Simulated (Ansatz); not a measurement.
Z-matrix (Å, degrees):
```
Si
C 1 1.877
Si 1 2.242 2 54.4
Cl 1 2.051 2 116.2 3 -112.4
H 1 1.479 2 117.3 3 114.7
H 2 1.089 1 117.1 3 109.9
H 2 1.089 1 117.6 3 -113.5
H 3 1.481 1 121.4 2 -99.5
H 3 1.482 1 122.5 2 101.1
```

Total charge 0; spin multiplicity 1.

List the PBE/def2-TZVPP orbital energies in eV (Ansatz). (Best estimate.)

The calculation gave: Occupied: -2739.04, -1780.48, -1779.73, -268.91, -249.61, -190.31, -190.14, -190.14, -138.15, -137.50, -94.94, -94.85, -94.84, -94.24, -94.23, -94.22, -20.61, -17.64, -13.20, -12.24, -10.75, -10.06, -9.31, -8.64, -8.39, -8.07, -6.81, -5.81. Lowest empty: -1.53, -1.15, -0.42, -0.05, 0.78, 1.01, 1.83, 2.00.
